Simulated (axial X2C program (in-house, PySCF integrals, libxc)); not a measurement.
# Nuclear properties of SbTe⁻

Calculated with an axial X2C code built on PySCF integrals: two-component X2C with atomic mean-field Coulomb and Gaunt terms, Gaussian nuclei, basis Te dyall-acv3z, Sb dyall-acv3z with contracted cores.

R = 2.652 Å (near the PBE0 minimum at charge -1 of the determinant lowest at the starting distance; the state shown can have its own minimum elsewhere).

Input and command:
```json
{"zs": [52, 51], "q": -1, "bas": ["dyall-acv3z", "dyall-acv3z"], "r0": 2.61, "levels": ["PBE0", "HF", "B3LYP", "PBE50", "BP86"], "nst": 3}
```
```bash
python soeom.py task.json out
```

Keys: zs atomic numbers; q charge; bas basis sets; r0 starting distance in Å; levels methods; nst determinants followed.

Determinant lowest in the PBE0 search, Ω = 1 (⟨Sz⟩ = 0.99, ⟨Lz⟩ = 0.01 at PBE0), spin on the atoms Te 0.20, Sb 0.79:

```
level  Eeff magnitude (GV/cm)  Ws magnitude Te (kHz)  Ws magnitude Sb (kHz)  A∥/gI Te (MHz)  qzz Te (a.u.)  A∥/gI Sb (MHz)  qzz Sb (a.u.)
 PBE0                   0.214                  0.399                   0.48            -218           4.32            -725           0.68
   HF                     1.7                   1.25                   2.17           -41.2           5.93            -660          -0.72
B3LYP                   0.229                  0.326                  0.156            -210           4.06            -627           1.00
PBE50                   0.374                  0.659                  0.823            -156           4.90            -711           0.32
 BP86                  0.0119                  0.178                  0.136            -257           3.80            -668           1.08
```

Determinant 0.16 eV from it at PBE0 and this distance, Ω = 0 (closed shell), highest spinor 54% Sb p, 24% Te p, 9% Te d:

```
level  qzz Te (a.u.)  qzz Sb (a.u.)
 PBE0           3.77           1.67
   HF           4.86           0.34
B3LYP           3.71           1.78
PBE50           4.19           1.35
 BP86           3.45           1.96
```

Eeff is the effective electric field on the electron electric dipole moment in this Ω state and Ws the scalar–pseudoscalar constant of the nucleus named (defined with the proton number Z and per Ω); A∥ (defined per Ω) follows by multiplying with gI = μI/(I μN); qzz is the electric field gradient, eQq0 = 234.96 MHz × Q/barn × qzz. The operators were transformed with the bare-nucleus X2C matrices; with these basis sets, hyperfine constants and field gradients can be off by tens of per cent, and where levels differ in sign neither size nor sign is settled.

Problem. With gI(121Sb) = 1.3454 (g factors from the IAEA table of nuclear moments by Stone), turn the PBE0 values of the first state into constants in MHz.

Solution. A∥(121Sb) = -725 × 1.3454 = -975 MHz.

Each state is one determinant with collinear spin, which with several unpaired electrons need not be a pure state. Unrestricted Hartree–Fock can overshoot spin polarisation at the nuclei. In the state Ω = 1 the sign of Eeff differs between levels (B3LYP, BP86 against PBE0). For an anion, determinants above electron detachment, or with a positive highest level, are held by the basis set. A closed determinant beside an open π² or δ² triplet, such as (π1/2)², mixes with its partner pair into the 0⁺ component of the triplet and ¹Σ⁺, so its energy is not that of a level, and 0⁺ can lie lowest. With several open shells hyperfine constants can be off by a factor of several. Where Eeff spreads by more than a factor of two the levels disagree and none is to be relied on. Open-shell Ω = 0 determinants with evenly filled partner blocks cannot be reached by this program, so the Ω shown need not be the lowest component. States lie within half an eV, so the first need not be the ground state. Further determinants of the search, some of them spin-mixed, are not shown. Where a field gradient or hyperfine factor spreads by more than a factor of two over the levels, a constant derived from it is not to be relied on. PBE0 term energies can be off by some tenths of an eV.
